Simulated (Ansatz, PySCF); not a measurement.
System: sum formula SiOBr3 (charge 0, doublet). It need not be the lowest isomer of its formula. 
Geometry from a B3LYP-D3(BJ)/def2-TZVP (Ansatz, a program for electronic structure) optimisation:
```
Si
O 1 1.6269
Br 1 2.2008 2 113.81
Br 1 2.2008 2 113.81 3 -125.81
Br 1 2.2187 2 95.29 3 117.09
```
Charge 0, spin multiplicity 2.

Total electronic energies in hartree. Valence correlation only, unless marked. Open shells are spin-unrestricted. No spin-orbit coupling. Frozen are the shells of the preceding noble gas and the d and f shells that filled before the atom's block. Non-relativistic. CBS(X,Y): correlation extrapolated as X^-3; Hartree-Fock from the larger set. [CCSD(T)-MP2]/basis is that difference in the basis named.

```json
[
 {"level": "r2SCAN-D3(BJ)/def2-TZVPD", "program": "Ansatz + dftd3", "energy (Eh)": "-8087.24545"},
 {"level": "PBE0-D3(BJ)/def2-TZVP", "program": "Ansatz + dftd3", "energy (Eh)": "-8086.25520"},
 {"level": "r2SCAN0/def2-TZVPD", "program": "Ansatz", "energy (Eh)": "-8087.22231"},
 {"level": "M06-2X/def2-TZVPD", "program": "PySCF", "energy (Eh)": "-8087.40487"},
 {"level": "HSE06/def2-TZVPD", "program": "Ansatz", "energy (Eh)": "-8086.25361"},
 {"level": "CAM-B3LYP-D3(BJ)/def2-TZVPD", "program": "Ansatz + dftd3", "energy (Eh)": "-8087.70390"},
 {"level": "MP2/6-31G", "program": "Ansatz", "energy (Eh)": "-8080.17382"},
 {"level": "SCS-MP2/6-31G", "program": "Ansatz", "energy (Eh)": "-8080.16824"},
 {"level": "RI-MP2/CBS(def2-TZVPP,def2-QZVPP)+[CCSD(T)-MP2]/def2-TZVPP", "program": "Ansatz", "energy (Eh)": "-8082.3900"}
]
```

Totals of different functionals don't rank their quality; only differences between species are comparable.
